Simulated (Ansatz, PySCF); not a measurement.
Gas-phase reaction (SMILES): CC(F)F → [CH3] (CH3) + F[CH]F; the C-C bond at the site shown breaks (other sites are not compared here).

Geometries: B3LYP-D3(BJ)/def2-TZVP minima from Ansatz (an electronic-structure program). Correlated levels leave the core frozen unless marked. Open shells are spin-unrestricted. No spin-orbit coupling. No relativistic terms. Basis-set limits of correlation are two-point, X^-3; Hartree-Fock from the larger set. The bracket is a focal-point correction in the basis named. Thermal terms are rigid-rotor harmonic-oscillator values from B3LYP-D3(BJ) frequencies (PySCF) at 298.15 K and 1 atm. 1 Eh = 627.5095 kcal/mol. Electronic entropy comes from spin alone.

```csv
species,"E, RI-MP2/CBS(aug-cc-pVTZ,aug-cc-pVQZ)+[CCSD(T)-MP2]/aug-cc-pVTZ (Ansatz) (Eh)","E, PBE/def2-TZVPD (Ansatz) (Eh)",H - E (Eh),G - E (Eh)
CC(F)F,-278.09566,-278.13591,0.06550,0.03354
[CH3] (CH3),-39.78163,-39.78820,0.03371,0.01164
F[CH]F,-238.14965,-238.19081,0.02304,-0.00604
```

### Question
Work out ΔE and ΔH, ΔG, ΔS and the equilibrium constant at 298.15 K at the first level, then ΔH at the second.

### Answer

1. ΔE = [(-39.78163) + (-238.14965)] - [(-278.09566)] = 0.16438 Eh = 103.2 kcal/mol at RI-MP2/CBS(aug-cc-pVTZ,aug-cc-pVQZ)+[CCSD(T)-MP2]/aug-cc-pVTZ.
2. The terms H - E add up to -0.00875 Eh, so ΔH = (0.16438 + (-0.00875))×627.5095 = 97.7 kcal/mol.
3. The terms G - E add up to -0.02794 Eh, so ΔG = 85.6 kcal/mol, and ΔS = (-0.00875 - (-0.02794))×627509.5/298.15 = 40.4 cal/(mol K).
4. log10 K = -ΔG/(RT ln 10) = -62.7, with RT ln 10 = 1.3642 kcal/mol.
5. With ΔH and ΔS taken as constant, ΔG changes sign near ΔH/ΔS = 2420 K, a rough figure that leaves out heat capacities.
6. At PBE/def2-TZVPD the same steps give ΔE = 98.5 and ΔH = 93.0 kcal/mol, a shift of -4.7 from the first level.
7. These values are not checked against measurement here, since the tables used lack a sound gas-phase enthalpy of formation for at least one species.
